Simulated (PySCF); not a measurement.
H₇N₃Si, SMILES N[SiH](N)N. Geometry optimised at PBE0-D3(BJ)/def2-SVP. The values are those of a single conformer.

Calculation: PBE0-D3(BJ)/def2-SVP (PySCF).

Harmonic wavenumbers (cm⁻¹): 207, 246, 272, 298, 339, 358, 418, 432, 437, 719, 722, 789, 824, 854, 906, 954, 966, 1529, 1538, 1538, 2201, 3611, 3612, 3622, 3715, 3715, 3728. Rotational constants (GHz): 6.856, 5.545, 3.549; symmetry number 1.

### Question
Work out the zero-point energy and the ideal-gas rigid-rotor harmonic-oscillator thermochemistry at 298.15 K and 1 atm.

### Answer
ZPE = ½ Σ hcν = ½ × 38551 cm⁻¹ = 55.11 kcal/mol. H − E(el) = 60.04 kcal/mol. Entropy in cal/(mol K): translation 38.95, rotation 25.28, vibration 13.30, total 77.53. G − E(el) = 36.92 kcal/mol. Cp = 27.30 cal/(mol K).
